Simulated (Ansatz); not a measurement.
The cluster Ga₄F₄, 8 atoms. Hardware: 4 threads of Arm Neoverse V1 on a shared host.

Correlated methods freeze 40 core orbitals; core or outer-core shells of Ga are correlated, in sets that lack core-valence functions.

(1) How many basis functions does each of these Ansatz runs have, and roughly what does it cost? r2SCAN-D4/def2-SVP, charge 0 singlet, relaxation, 24 steps; MP2/def2-TZVP, charge 0 singlet, energy, from earlier orbitals; PBE-D4/def2-SVP, charge 0 singlet, energy, from earlier orbitals; LC-ωPBE/def2-TZVP, charge 0 singlet, energy, from earlier orbitals; PBE-D4/def2-TZVP, charge 0 singlet, energy and forces, from earlier orbitals; PBE0-D4/def2-TZVP, charge 0 singlet, energy, from earlier orbitals; PBE0-D4/def2-SVP, charge 0 singlet, energy, from earlier orbitals; r2SCAN-D4/def2-TZVP, charge 0 singlet, energy, from earlier orbitals; RPA@PBE/def2-TZVP, charge 0 singlet, energy, from earlier orbitals; HF/STO-3G, charge 0 singlet, energy; B3LYP-D4/def2-TZVP, charge 0 singlet, energy, from earlier orbitals; B2PLYP/def2-TZVP, charge 0 singlet, energy, from earlier orbitals.

Answers

(1) Other jobs shared the machine, so times can vary by a factor of up to 3. A dash marks memory too small to be measured apart from the calling script's.

| run | functions | fitting or Cholesky vectors | wall time | peak host memory (GiB) |
| --- | --- | --- | --- | --- |
| PBE-D4/def2-SVP, charge 0 singlet, energy, from earlier orbitals | 184 | 2012 | 3 s | – |
| PBE0-D4/def2-SVP, charge 0 singlet, energy, from earlier orbitals | 184 | 1782 | 6.5 s | 0.69 |
| PBE-D4/def2-TZVP, charge 0 singlet, energy and forces, from earlier orbitals | 316 | 2096 | 8 s | 0.73 |
| HF/STO-3G, charge 0 singlet, energy | 92 | 1017 | 9.5 s | – |
| LC-ωPBE/def2-TZVP, charge 0 singlet, energy, from earlier orbitals | 316 | 2096 | 10 s | 1.2 |
| r2SCAN-D4/def2-TZVP, charge 0 singlet, energy, from earlier orbitals | 316 | 2096 | 15 s | 0.77 |
| B3LYP-D4/def2-TZVP, charge 0 singlet, energy, from earlier orbitals | 316 | 2236 | 17 s | 1.7 |
| RPA@PBE/def2-TZVP, charge 0 singlet, energy, from earlier orbitals | 316 | 2117 | 18 s | 1.2 |
| MP2/def2-TZVP, charge 0 singlet, energy, from earlier orbitals | 316 | 2117 | 19 s | 1.4 |
| PBE0-D4/def2-TZVP, charge 0 singlet, energy, from earlier orbitals | 316 | 2276 | 20 s | 1.7 |
| B2PLYP/def2-TZVP, charge 0 singlet, energy, from earlier orbitals | 316 | 2117 | 26 s | 1.5 |
| r2SCAN-D4/def2-SVP, charge 0 singlet, relaxation, 24 steps | 184 | 2012 | 1.9 min | – |
